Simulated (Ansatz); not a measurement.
`[CH3][GeH2][GeH3]` + HI → `[CH3][GeH2][I]` + GeH₄ at 500 K and 1 bar (cleavage of the Ge–Ge bond).

Isolated molecules relaxed with PBE0-D4/def2-TZVP in Ansatz; ΔE leaves out vibrations. CCSD(T)/CBS is the MP2 limit (def2-TZVPP, def2-QZVPP) plus CCSD(T) − MP2 in def2-TZVPP, frozen cores. Elements past krypton have def2 core potentials. For Ge, I outer-core shells are correlated without core-valence functions, which leaves a few kJ/mol of doubt a bond. Scalar relativity is left out up to krypton.

```
            species  CCSD(T)/CBS energy (Eh)  H − E (kJ/mol)  S (J/(mol·K))
`[CH3][GeH2][GeH3]`              -4195.09161           246.0          422.2
                 HI               -298.03592            28.6          221.6
   `[CH3][GeH2][I]`              -2414.65603           176.1          381.9
               GeH₄              -2078.49493            99.4          244.6
```

H − E and S are ideal-gas, rigid-rotor, harmonic terms from PBE0-D4/def2-TZVP. 1 Eh = 2625.50 kJ/mol, R = 8.31446 J/(mol·K).

Question: By hand: ΔE, ΔH, ΔS and ΔG.

Answer: ΔE = (-2414.65603) + (-2078.49493) − (-4195.09161) − (-298.03592) = -0.02343 Eh = -61.5 kJ/mol. Δ(H − E) = 176.1 + 99.4 − 246.0 − 28.6 = 0.9, so ΔH = -60.6 kJ/mol. ΔS = 381.9 + 244.6 − 422.2 − 221.6 = -17.3 J/(mol·K). ΔG = -60.6 − 500 × (-17.3)/1000 = -52.0 kJ/mol.

Question: By hand: the equilibrium constant, and the temperature at which ΔG would vanish if ΔH and ΔS stayed fixed.

Answer: log₁₀ K = −ΔG/(RT ln 10) = 5.4. ΔG = 0 at ΔH/ΔS = 3503 K, far beyond where these terms or the molecules hold.

ΔH outweighs TΔS. A doubt of 5 kJ/mol in ΔE shifts log₁₀ K by 0.5 here. These are equilibria of isolated gas molecules and say nothing of rates. Largest T1 diagnostic: 0.012 (customary marks: 0.02 for closed shells, 0.045 for open ones).
